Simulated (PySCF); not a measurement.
AlO, SMILES [O]=[Al], multiplicity 2. Atoms are numbered in the order given.

```xyz
2

Al     0.0000     0.0000    -0.6170
O      0.0000     0.0000     1.0026
```
Charge 0, spin multiplicity 2.

Geometry optimised at PBE0-D3(BJ)/def2-TZVPD.

The numbers are results of PBE/pcH-1 in PySCF, not measurements.

Unrestricted Kohn–Sham, ⟨S²⟩ = 0.753. Hyperfine tensors hold the contact and dipolar terms, without spin-orbit corrections.

Computed hyperfine couplings:
| nucleus | A(iso) (MHz) | A(iso) (G) | dipolar principal values (MHz) |
|---|---|---|---|
| 27Al no. 1 | 591.2 | 210.9 | -57.0, -57.0, 114.0 |
| 17O no. 2 | 10.8 | 3.8 | -124.1, 62.1, 62.1 |
